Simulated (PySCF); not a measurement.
# One molecule, several mistakes: BClH5Si2 cation

Calculated results; nothing here was measured. They come from PySCF 2.14.0, an open-source quantum chemistry program, on an isolated molecule that a program drew, which may never have been made. The molecule is BClH5Si2 cation (charge +1, singlet), drawn as the SMILES string `[SiH3][SiH2][B+]Cl`.

Each row is a Hartree-Fock (HF) and frozen-core CCSD(T) single point in the cc-pV(D+d)Z basis, meant for a local HF minimum. Run 1 is clean. Each other run has one planted mistake out of seven kinds, and not every kind appears here: one electron removed, one electron added, multiplicity raised by two, geometry at a saddle point, minimal basis STO-3G, one bond length entered in bohr, all coordinates scaled. The reference is restricted for singlets and unrestricted otherwise, and also for a bond in bohr. Adding or removing an electron swaps singlet and doublet. Electrons count all cores. HOMO and LUMO are orbital energies over both spins, the gradient is its largest component, and the lowest frequency (negative if imaginary) is given only where the gradient is small. Bond lengths are over the 8 bonds as drawn. T1 is the CCSD diagnostic: over 0.02 (restricted) or 0.045 (unrestricted) a single reference is doubtful.

Geometry of the clean run:
```xyz
9
BClH5Si2 cation, angstrom
Si   -0.1734   -3.4862    0.3186
Si    0.5130   -1.1934    0.2850
B    -1.1264   -0.0215   -0.1760
Cl   -2.4185    0.8961   -0.5387
H     1.0388   -4.2498    0.6557
H    -1.2241   -3.5961    1.3461
H    -0.6869   -3.7915   -1.0285
H     1.4235   -0.7875   -0.8027
H     0.8922   -0.5936    1.5787
```

```
run  electrons  basis functions  <S^2>  HOMO (eV)  LUMO (eV)  gradient (hartree/bohr)  lowest frequency (cm^-1)  mean bond (Å)  longest bond (Å)      T1  HF (hartree)  CCSD(T) (hartree)                 mistake
  1         54              108  0.000     -15.74      -4.39                  2.6e-05                        69         1.6821             2.394  0.0176   -1064.70956        -1065.18825                no fault
  2         54              108  0.000     -15.29      -4.54                  5.7e-02                         -         1.8234             2.595  0.0196   -1064.66349        -1065.14711  all coordinates scaled
  3         53              108  0.758     -22.95     -13.39                  9.2e-02                         -         1.6821             2.394  0.0206   -1064.17560        -1064.63380    one electron removed
  4         54               37  0.000     -14.11      -1.82                  5.2e-02                         -         1.6821             2.394  0.0164   -1052.86362        -1053.04510                       ?
```

**Which mistake was planted in run 4, and what did it cost?**

It has 37 basis functions where the clean run has 108, with the same electrons and geometry. So the mistake is: minimal basis STO-3G. Subtracting run 1 and multiplying by 627.51 kcal/mol a hartree, the energy moved by 7433.4 kcal/mol in HF and 7619.9 kcal/mol in CCSD(T).

